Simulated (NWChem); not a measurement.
C5H5N; SMILES C=C=CCC#N

```xyz
11

C      0.5070    -2.7714     0.2261
C      0.0615    -1.6095    -0.1734
C     -0.3875    -0.4453    -0.5713
C     -0.7503     0.6793     0.3698
C      0.0118     1.8991     0.1095
N      0.6134     2.8628    -0.1102
H     -0.1776    -3.5951     0.4548
H      1.5805    -2.9572     0.3396
H     -0.5147    -0.2579    -1.6445
H     -1.8219     0.9268     0.2740
H     -0.5838     0.3760     1.4147
```
Atoms are numbered in this order, from 1.

Program: NWChem. Pople sets run with spherical d functions. All runs use the structure optimised with PBE0/def2-SVP. Atomic charges in e: unrestrained fits to the electrostatic potential beside Mulliken populations; buried atoms are poorly determined by the fit.

**Question.** Predict the results for Hartree-Fock/6-31G*. Quantities: ESP C1; Mulliken C1; ESP C2; Mulliken C2; ESP C3; Mulliken C3; ESP C4; Mulliken C4; ESP C5; Mulliken C5; relative RMS misfit of the potential (%).

**Answer.** 
```
Item                                      Result
----------------------------------------  ------
ESP C1                                     -0.40
Mulliken C1                                -0.51
ESP C2                                      0.09
Mulliken C2                                 0.19
ESP C3                                     -0.29
Mulliken C3                                -0.28
ESP C4                                      0.28
Mulliken C4                                -0.42
ESP C5                                      0.26
Mulliken C5                                 0.27
relative RMS misfit of the potential (%)      22
```
